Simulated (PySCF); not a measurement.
RuH₄, triplet: computed properties

All numbers come from UPBE0 in PySCF with Ru x2c-TZVPall, H x2c-TZVPall; spin-free X2C, no spin–orbit coupling; density-fitted integrals.

The structure is a saddle point with 1 imaginary mode.

- Point group: Cs
- Bond lengths: H–H 0.994 Å, Ru–H 1.590 Å, Ru–H 1.595 Å, Ru–H 1.647 Å (×2)
- Bond angles: H–H–Ru 71.5°, H–H–Ru 72.1°, H–Ru–H 36.4°, H–Ru–H 79.7° (×2), H–Ru–H 90.9° (×2), H–Ru–H 142.5°
- Highest occupied level (α): -5.86 eV
- Rotational constants: 3.031, 2.852, 1.783 cm⁻¹
- Principal quadrupole moments (Buckingham, traceless) about the centre of mass: -8.48, 2.31, 6.16 D Å
- Dipole moment: 1.32 D
- Zero-point energy (real modes): 66.0 kJ/mol
- Principal polarisabilities: 35.8, 38.2, 64.1 bohr³
- Lowest empty level (β): -2.91 eV
- Spin squared ⟨S²⟩: 2.006

Harmonic modes (masses in u: Ru 101.904, H 1.008):
```json
{"symmetry": "a''", "ω (cm⁻¹)": "553i", "IR (km/mol)": "–"}
{"symmetry": "a'", "ω (cm⁻¹)": "507", "IR (km/mol)": "71.6"}
{"symmetry": "a''", "ω (cm⁻¹)": "648", "IR (km/mol)": "228"}
{"symmetry": "a'", "ω (cm⁻¹)": "792", "IR (km/mol)": "18.6"}
{"symmetry": "a'", "ω (cm⁻¹)": "933", "IR (km/mol)": "159"}
{"symmetry": "a''", "ω (cm⁻¹)": "1726", "IR (km/mol)": "505"}
{"symmetry": "a'", "ω (cm⁻¹)": "1928", "IR (km/mol)": "58.0"}
{"symmetry": "a'", "ω (cm⁻¹)": "2176", "IR (km/mol)": "6.2"}
{"symmetry": "a'", "ω (cm⁻¹)": "2320", "IR (km/mol)": "18.3"}
```

Charges (e):
```json
{"atom": "Ru1", "Mulliken": "-0.07", "Löwdin": "-0.18", "polar tensor": "0.35", "spin (Mulliken)": "1.77", "Mayer order to Ru1": "–"}
{"atom": "H2,3", "Mulliken": "-0.06", "Löwdin": "-0.04", "polar tensor": "-0.28", "spin (Mulliken)": "0.14", "Mayer order to Ru1": "0.94"}
{"atom": "H4", "Mulliken": "0.08", "Löwdin": "0.12", "polar tensor": "0.07", "spin (Mulliken)": "-0.02", "Mayer order to Ru1": "0.66"}
{"atom": "H5", "Mulliken": "0.12", "Löwdin": "0.13", "polar tensor": "0.13", "spin (Mulliken)": "-0.02", "Mayer order to Ru1": "0.63"}
```
Other Mayer orders above 0.3: H–H 0.35.

Mulliken populations on Ru1: s 8.55, p 18.46, d 17.05, f 0.00.

Only a few start shapes were tried, so a lower isomer may exist. Other spin states or occupations of the open shell can lie lower. At this level a singlet minimum of C4v symmetry lies 116 kJ/mol below this structure.

The final relaxation and frequency run took roughly 9 core-minutes on a shared host.
